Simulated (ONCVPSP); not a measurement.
Pseudopotential generation for silicon: ONCV, PBE, non-relativistic.

* Element: silicon
* Generator: ONCVPSP 4.0.1
* Type: optimised norm-conserving Vanderbilt (ONCV)
* Functional: PBE
* Relativity: non-relativistic
* Frozen core: [Ne]
* Valence charge: 4
* Reference configuration: 3s2 3p2
* Partial waves: 3s: rc 1.85 bohr, ncon 4, nbas 7, qcut 3.6 1/bohr, 2 projectors, debl 0.5 Ha; 3p: rc 1.50 bohr, ncon 4, nbas 8, qcut 4.6 1/bohr, 2 projectors, debl 1.7 Ha
* Local potential: polynomial inside 1.20 bohr (lpopt 5, dvloc0 1 Ha)
* Core correction: none

All-electron outer shells of the reference configuration (PBE, non-relativistic, ld1.x):

```json
{"shell": "2s", "level (eV)": "-138.84", "outermost node (bohr)": "0.15", "outermost maximum (bohr)": "0.45"}
{"shell": "2p", "level (eV)": "-95.59", "outermost node (bohr)": "–", "outermost maximum (bohr)": "0.39"}
{"shell": "3s", "level (eV)": "-10.77", "outermost node (bohr)": "0.72", "outermost maximum (bohr)": "1.80"}
{"shell": "3p", "level (eV)": "-4.09", "outermost node (bohr)": "0.72", "outermost maximum (bohr)": "2.17"}
```

Estimate the cutoffs (Ha) at which the residual kinetic energy of the hardest occupied pseudo-wave falls to 1 and 0.1 mHa per electron.

7.9 Ha and 76 Ha. The cutoffs count occupied waves only; projector 2 of the p channel, the hardest unoccupied one, needs 111 Ha at the loose tolerance.

Does the potential have ghost states?

No bound ghost flagged; GHOST(+) flags only above 600 eV.

Tests: 3s2 3p1; 3s2 3p0; 3s1 3p0; 3s0 3p4. Which has the largest error in its energy relative to the reference configuration, and how large is it?

3s1 3p0, with +60 meV (all-electron minus pseudo) on +57.66 eV.
